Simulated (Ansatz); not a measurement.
Frontier orbitals of C₂H₆BFS, SMILES `CSB(C)F`.

Cartesian coordinates in Å:
```
C 1.059 0.671 -1.290
S -0.070 -0.718 -1.548
B -0.843 -0.950 0.059
C -0.594 -0.127 1.361
F -1.739 -1.941 0.094
H 1.533 0.870 -2.251
H 1.830 0.420 -0.564
H 0.520 1.562 -0.972
H -0.475 -0.807 2.210
H 0.263 0.543 1.327
H -1.484 0.476 1.575
```

The species carries charge 0 and has multiplicity 1. Geometry: relaxed with PBE0-D4/def2-TZVP. It is a higher conformer; a search finds a lower one. Basis def2-TZVPP, Ansatz.

```json
{"functional": "PBE", "HOMO (eV)": "-6.22", "LUMO (eV)": "-1.05", "gap (eV)": "5.17"}
{"functional": "BLYP", "HOMO (eV)": "-6.06", "LUMO (eV)": "-0.90", "gap (eV)": "5.16"}
{"functional": "r2SCAN", "HOMO (eV)": "-6.46", "LUMO (eV)": "-0.71", "gap (eV)": "5.75"}
{"functional": "PBE0", "HOMO (eV)": "-7.41", "LUMO (eV)": "-0.09", "gap (eV)": "7.32"}
{"functional": "B3LYP", "HOMO (eV)": "-7.18", "LUMO (eV)": "-0.31", "gap (eV)": "6.87"}
{"functional": "BHLYP", "HOMO (eV)": "-8.48", "LUMO (eV)": "0.96", "gap (eV)": "9.44"}
{"functional": "ωB97M-V", "HOMO (eV)": "-9.59", "LUMO (eV)": "1.92", "gap (eV)": "11.51"}
```

A quarter of exact exchange (PBE0) shifts PBE's HOMO by −1.20 eV and its LUMO by +0.96 eV; full exchange at long range (ωB97M-V) shifts them by −3.38 and +2.96 eV. The gap opens from 5.17 to 11.51 eV, since occupied levels lose self-interaction and empty ones feel all the electrons. A positive LUMO is unbound and depends on the basis.

B3LYP here is the variant with VWN-RPA as its local correlation; programs differ in this.
